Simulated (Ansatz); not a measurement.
Mulliken charges of AlFGeH$_{6}$Si (`F[SiH]([AlH2])[GeH3]`) from PBE/def2-TZVPP in Ansatz (PBE0-D4/def2-TZVP geometry).

```tsv
atom	x (Å)	y (Å)	z (Å)	charge (e)
F1	-2.063	-0.823	0.686	-0.280
Si2	-0.618	-0.096	0.731	0.294
Al3	-0.689	2.153	-0.268	0.318
Ge4	0.974	-1.519	-0.346	-0.030
H5	-0.215	-0.035	2.169	-0.082
H6	-1.991	2.720	-0.975	-0.104
H7	0.642	3.019	-0.223	-0.109
H8	0.687	-1.635	-1.854	-0.004
H9	2.375	-0.902	-0.177	-0.002
H10	0.981	-2.933	0.258	0.000
```

Problem. By hand: the dipole of these point charges (1 e Å = 4.8032 D).

Solution. Σ q r = (0.295, 0.332, -0.096) e Å, of length 0.454 e Å = 2.18 D.

Problem. How does the dipole of the full density compare? (An estimate is asked.)

Solution. Computed: (0.150, 0.155, 0.004) e Å, 1.04 D; the point charges give 2.10 times that, at 13° from its direction.

Point charges leave out the atoms' own dipoles, such as those of lone pairs, and Mulliken's split depends on the basis, so the two needn't agree.
